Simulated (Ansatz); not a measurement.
C₂H₇BS, SMILES `BCCS`. The species carries charge 0 and has multiplicity 1. All single points use the PBE0-D4/def2-TZVP geometry. It is one conformer, not always the lowest.

```xyz
11

B     1.147   -0.324   -1.316
C     0.151   -0.509   -0.139
C    -0.351    0.745    0.551
S    -1.305    0.457    2.067
H     1.480   -1.278   -1.960
H     1.624    0.743   -1.581
H     0.686   -1.148    0.585
H    -0.685   -1.148   -0.455
H     0.487    1.365    0.878
H    -0.944    1.359   -0.131
H    -2.289   -0.262    1.502
```

(1) What is the dipole moment at PBE/def2-TZVPP? (Best estimate.)

(2) And with r2SCAN, B3LYP, ωB97M-V? (An estimate is asked.)

(3) Give the Mulliken charges with PBE, ωB97M-V, B3LYP in def2-TZVPP. (Estimate.)

## Answers

(1) The calculation gave: 1.14 D, with components (-0.05, -0.41, -1.06) D in this frame, pointing from negative to positive charge.

(2) Ansatz gave: r2SCAN 1.26 D, B3LYP 1.20 D, ωB97M-V 1.18 D.

(3) The calculation gave: 
| atom | PBE | ωB97M-V | B3LYP |
| --- | --- | --- | --- |
| B1 | -0.07 | -0.18 | -0.10 |
| C2 | -0.14 | -0.18 | -0.13 |
| C3 | -0.10 | -0.19 | -0.10 |
| S4 | -0.20 | -0.16 | -0.19 |
| H5 | 0.03 | 0.08 | 0.04 |
| H6 | 0.02 | 0.07 | 0.03 |
| H7 | 0.09 | 0.11 | 0.08 |
| H8 | 0.08 | 0.10 | 0.08 |
| H9 | 0.10 | 0.12 | 0.10 |
| H10 | 0.10 | 0.13 | 0.10 |
| H11 | 0.09 | 0.10 | 0.08 |

B3LYP here is the variant with VWN-RPA as its local correlation; programs differ in this.
